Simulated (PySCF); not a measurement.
Computed Raman spectrum (relative Raman activity) of a molecule C2H7BFNO. Coordinates come from a r2SCAN-D4/def2-SVP optimisation. One conformer was computed; it need not be the lowest. The numbers are results of PySCF 2.14.0 with r2SCAN-D4/def2-SVP, not measurements. Harmonic, unscaled wavenumbers; measured fundamentals usually lie a few per cent lower.

ν (cm⁻¹): 782 (vw), 962 (vw), 1140 (vw), 1174 (vw), 1288 (vw), 1382 (vw), 1409 (w), 1426 (w), 1455 (w), 1459 (w), 1486 (w), 2951 (s), 2973 (vs), 3016 (m), 3056 (s), 3130 (s), 3599 (s), 3717 (m) (against the strongest line: vs over 80 %, s over 45 %, m over 15 %, w over 4 %, vw less)

Task: Pick the molecule that these values belong to.
(A) CN(C)B(O)F
(B) COCB(N)F
(C) CNB(O)CF
(D) CCOB(N)F

Result: B, COCB(N)F
